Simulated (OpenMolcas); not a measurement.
# Tl I: effect of the basis set

```
Program             : OpenMolcas 26.06
Method              : CASSCF
Active space        : 3 electrons in 8 orbitals (6s 6p 7s 7p)
State averaging     : 2S+1 = 4 odd, 1 root (0 in the spin-orbit step); 2S+1 = 2 odd, 3 roots; 2S+1 = 4 even, 3 roots
Spin-orbit coupling : state interaction with AMFI integrals over the reference wave functions, term energies averaged over their components
```

A. ANO-RCC-VTZP [8s7p5d3f2g], DKH2, point nucleus; cost of the order of 19 core-seconds
B. ANO-RCC-VQZP [9s8p6d4f3g], DKH2, point nucleus; cost about 40 core-seconds
C. ANO-RCC [11s10p9d6f4g], DKH2, point nucleus; cost roughly 2.7 core-minutes

Energies in cm-1 above 6s2 6p 2P* 1/2, the measured ground level; measured values from NIST Handbook of Basic Atomic Spectroscopic Data.

```tsv
Level	A	B	C	Measured
6s2 6p 2P* 1/2	0.0	0.0	0.0	0.0
6s2 6p 2P* 3/2	6132	5870	5889	7793
6s 6p2 4P 1/2	39568	39279	39316	
6s 6p2 4P 3/2	42170	41945	41973
```

Among A to C the level of the table that moves most is 6s 6p2 4P 1/2, by 290 cm-1 (lowest in B, highest in A).

Some high roots are left out of the spin-orbit mixing, which shifts the levels that they would mix with. Active for correlation alone: 7p 7s; no level in the range computed is led by a configuration that fills them, so any true level of that kind is missing. Terms of s pⁿ other than that of highest spin mix with s² pⁿ⁻² d, which this space lacks; all of them can be thousands of cm-1 off, and some have no real level of that name. Spin-orbit splittings of 6p shells tend to come out small when the coupling is added on scalar orbitals. Levels of configurations outside the active space are missing. Levels that lie high or do not pair safely by name in every column are left out.

* marks odd parity.
